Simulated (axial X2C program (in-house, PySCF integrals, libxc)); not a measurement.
# Low determinants of AuC at the PBE0 level, 2c

Calculated with an in-house relativistic program for diatomic molecules. Two-component (2c) means X2C with spin–orbit coupling and atomic mean-field two-electron Coulomb and Gaunt terms. Basis: Au dyall-cv3z [13s14p9d6f4g], C dyall-v3z [7s6p2d1f] (cores contracted in-house); Gaussian nuclei, density fitting, unrestricted open shells. Masses: Au 196.967 u, C 12.000 u.

Search at 1.880 Å (vertical energies from the lowest determinant):

```
ΔE (eV)    state  electrons beyond evenly filled partner blocks  electrons in ±ω = 1/2, 3/2, 5/2, 7/2
   0.00  Ω = 1/2                                        ω = 1/2                            49 24 10 2
   0.22  Ω = 3/2                                        ω = 3/2                            48 25 10 2
   1.53  Ω = 1/2                          2 × ω = -1/2, ω = 3/2                            48 25 10 2
   2.24  Ω = 5/2                           2 × ω = 1/2, ω = 3/2                            48 25 10 2
   2.54  Ω = 1/2                                        ω = 1/2                            47 26 10 2
   2.97  Ω = 3/2                                    3 × ω = 1/2                            49 24 10 2
   3.39  Ω = 7/2                     ω = -1/2, ω = 3/2, ω = 5/2                             49 25 9 2
```

Lowest determinant, Ω = 1/2 (⟨Sz⟩ = -0.49, ⟨Lz⟩ = 0.99 at PBE0): Re = 1.831 Å, ωe = 726.5 cm⁻¹.

The determinant in row 2 of the search, Ω = 3/2 (⟨Sz⟩ = 0.50, ⟨Lz⟩ = 1.00 at PBE0), was followed along the bond at PBE0; measured from the minimum of the lowest determinant it gives:

Te = 0.239 eV (1931 cm⁻¹), Re = 1.858 Å, ωe = 696.0 cm⁻¹.

Q: Compare the bond of the determinant in row 2 with that of the lowest one.

A: At PBE0 its Re is 0.027 Å longer and its force constant, which goes as ωe², is 0.92 times that of the lowest determinant. T0 ≈ Te + Δωe/2 = 1931 + (-15) = 1916 cm⁻¹.

The search compares states at one distance, so a state with another bond length can lie lower; it is not exhaustive and yields mostly the lowest determinant of each block pattern, so other components and higher states of one pattern are missing. These are energies of single determinants, not of spin-adapted states; PBE0 term energies can be off by some tenths of an eV, and the functional has no current term.
